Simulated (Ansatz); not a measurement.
# Nudged elastic band run: BrCl3FHHf

Input:

```yaml
crystal:
  periodic: [false, false, false]
  atoms:
    - { symbol: Hf, position_ang: [0.071772, 0.0, -0.086373] }
    - { symbol: F, position_ang: [0.242685, 0.0, 1.81935] }
    - { symbol: Cl, position_ang: [2.307398, 0.0, -0.782515] }
    - { symbol: Cl, position_ang: [-0.810393, 1.974555, -1.017285] }
    - { symbol: Cl, position_ang: [-0.810393, -1.974555, -1.017285] }
    - { symbol: Br, position_ang: [-2.916808, 0.0, 1.3987] }
    - { symbol: H, position_ang: [-2.216163, 0.0, 2.646808] }
basis:
  gaussian: { orbitals: def2-SVP }
hamiltonian:
  xc: b3lyp
  dispersion: d4
neb:
  order_check: false
  images: 4
  f_tol: 0.05
  max_iterations: 60
  climbing: false
  final_atoms:
    - { symbol: Hf, position_ang: [-0.47422258, 0.0, -0.10011955] }
    - { symbol: F, position_ang: [-0.06524316, 0.0, 2.17573243] }
    - { symbol: Cl, position_ang: [1.88479897, 0.0, 0.00888052] }
    - { symbol: Cl, position_ang: [-0.8673544, 1.881802, -1.41726277] }
    - { symbol: Cl, position_ang: [-0.8673544, -1.881802, -1.41726277] }
    - { symbol: Br, position_ang: [-2.74295157, 0.0, 1.26089998] }
    - { symbol: H, position_ang: [-0.99957487, 0.0, 2.45053217] }
  initial_path:
    images:
      - { positions_ang: [[0.071772, 0.0, -0.086373], [0.242685, 0.0, 1.81935], [2.307398, 0.0, -0.782515], [-0.810393, 1.974555, -1.017285], [-0.810393, -1.974555, -1.017285], [-2.916808, 0.0, 1.3987], [-2.216163, 0.0, 2.646808]] }
      - { positions_ang: [[0.04779778, 0.0, -0.04501447], [0.1237391, 0.0, 2.03003948], [2.34892887, 0.0, -0.77110652], [-0.94648482, 2.007253, -0.95265817], [-0.94648482, -2.007253, -0.95265817], [-2.89448854, 0.0, 1.19176495], [-1.86490958, 0.0, 2.4610329]] }
      - { positions_ang: [[0.02382357, 0.0, -0.00365593], [0.0047932, 0.0, 2.24072896], [2.39045973, 0.0, -0.75969804], [-1.08257663, 2.039951, -0.88803135], [-1.08257663, -2.039951, -0.88803135], [-2.87216907, 0.0, 0.98482991], [-1.51365616, 0.0, 2.2752578]] }
      - { positions_ang: [[-0.08537535, 0.0, -0.00640524], [-0.05679243, 0.0, 2.31200544], [2.30593993, 0.0, -0.60141894], [-1.09396891, 2.0214004, -0.9680269], [-1.09396891, -2.0214004, -0.9680269], [-2.83739779, 0.0, 0.9572699], [-1.27033853, 0.0, 2.23600264]] }
      - { positions_ang: [[-0.27979896, 0.0, -0.0532624], [-0.0610178, 0.0, 2.24386894], [2.09536945, 0.0, -0.29626921], [-0.98066165, 1.9516012, -1.19264484], [-0.98066165, -1.9516012, -1.19264484], [-2.79017468, 0.0, 1.10908494], [-1.1349567, 0.0, 2.34326741]] }
      - { positions_ang: [[-0.47422258, 0.0, -0.10011955], [-0.06524316, 0.0, 2.17573243], [1.88479897, 0.0, 0.00888052], [-0.8673544, 1.881802, -1.41726277], [-0.8673544, -1.881802, -1.41726277], [-2.74295157, 0.0, 1.26089998], [-0.99957487, 0.0, 2.45053217]] }
```

Command:

```bash
$ ansatz run input.yaml --threads 4 --pin off --max-ram 5120MiB --backend cpu --events-out ev --progress --plain --runs-dir out
```

Output, in part (warnings, iteration lines, the closing report on the highest movable image, with atoms numbered from 0):

```
NEB end point (image 0): max|allowed force component| = 2.082e-2 eV/Å (the criterion of neb.relax_end_points is 1.000e-2)
NEB end point (image 5): max|allowed force component| = 8.829e-3 eV/Å (the criterion of neb.relax_end_points is 1.000e-2)
NEB iter   1: max|band force component| = 3.100e0 eV/Å  barrier→ = 2.3338 eV  barrier← = 2.0148 eV  Δτ_max = 0.2000 Å  (182 SCF iters)
NEB iter   2: max|band force component| = 1.849e0 eV/Å  barrier→ = 0.9707 eV  barrier← = 0.6516 eV  Δτ_max = 0.2000 Å  (147 SCF iters)
NEB iter   3: max|band force component| = 1.005e0 eV/Å  barrier→ = 0.5677 eV  barrier← = 0.2486 eV  Δτ_max = 0.1838 Å  (141 SCF iters)
NEB iter   4: max|band force component| = 4.855e-1 eV/Å  barrier→ = 0.5335 eV  barrier← = 0.2144 eV  Δτ_max = 0.0766 Å  (136 SCF iters)
NEB iter   5: max|band force component| = 6.159e-1 eV/Å  barrier→ = 0.5183 eV  barrier← = 0.1992 eV  Δτ_max = 0.0381 Å  (131 SCF iters)
NEB iter   6: max|band force component| = 6.562e-1 eV/Å  barrier→ = 0.4795 eV  barrier← = 0.1604 eV  Δτ_max = 0.0363 Å  (135 SCF iters)
NEB iter   7: max|band force component| = 4.979e-1 eV/Å  barrier→ = 0.4490 eV  barrier← = 0.1299 eV  Δτ_max = 0.0755 Å  (134 SCF iters)
NEB iter   8: max|band force component| = 3.516e-1 eV/Å  barrier→ = 0.3966 eV  barrier← = 0.0775 eV  Δτ_max = 0.0287 Å  (129 SCF iters)
NEB iter   9: max|band force component| = 1.023e-1 eV/Å  barrier→ = 0.3977 eV  barrier← = 0.0786 eV  Δτ_max = 0.0198 Å  (133 SCF iters)
NEB iter  10: max|band force component| = 2.461e-2 eV/Å  barrier→ = 0.3976 eV  barrier← = 0.0785 eV  Δτ_max = 0.0000 Å  (241 SCF iters)
Total energy: -111643.38313572 eV, -4102.8186556348 hartree
Atom 0 at    -0.382251     0.000000    -0.061637 Å, force    -0.122658    -0.000000    -0.035593 eV/Å
Atom 1 at    -0.092001    -0.000000     2.107429 Å, force    -0.047785     0.000000     0.108014 eV/Å
Atom 2 at     1.973587     0.000000    -0.179562 Å, force    -0.102125     0.000000     0.111557 eV/Å
Atom 3 at    -0.878393     1.931896    -1.265272 Å, force    -0.004158     0.000073    -0.077943 eV/Å
Atom 4 at    -0.878393    -1.931896    -1.265272 Å, force    -0.004158    -0.000073    -0.077943 eV/Å
Atom 5 at    -2.741181    -0.000000     1.355796 Å, force     0.011950     0.000000    -0.105588 eV/Å
Atom 6 at    -1.133270    -0.000000     2.269918 Å, force     0.268934    -0.000000     0.077496 eV/Å
Dipole moment:    -0.041778     0.000000     0.304710 e Å
```

The forces met the threshold. No image climbed, so the highest image needn't sit at the top of the path. The orbitals stay closed-shell, which can raise the energy where a bond breaks towards radicals; this wasn't checked here.

Final band (atoms are numbered from 1 in the order of the input):

```tsv
image	path coordinate (Å)	energy (eV)	Br6–H7 (Å)	F2–H7 (Å)
0	0.00	0.00	1.43	2.59
1	0.41	0.03	1.43	2.16
2	0.81	0.14	1.45	1.80
3	1.22	0.37	1.53	1.44
4	1.62	0.40	1.85	1.05
5	2.03	0.32	2.11	0.97
```

The run took 2.6 min on 4 threads of Arm Neoverse V2 (shared host), peak memory 0.43 GiB.
